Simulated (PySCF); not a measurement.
How methods differ on the ionisation energy of V⁺

V⁺ [Ar] 3d4 (5D) → V²⁺ [Ar] 3d3 (4F), as a difference of total energies. Calculation: PySCF 2.14, in aug-cc-pwCVQZ (11s10p8d5f4g3h, 185 functions); the non-relativistic Hamiltonian (point nucleus). The calculations carry no spin-orbit coupling.

```csv
method,ionisation energy (eV)
UHF,13.266
BP86,15.479
B3LYP,15.130
```

These non-relativistic numbers lack the scalar-relativistic shift.

The reference lies between the lowest fine-structure levels, while these numbers refer to the centres of the terms.

For comparison: 14.634 ± 0.007 eV (measured; NIST Atomic Spectra Database, ionization energies).
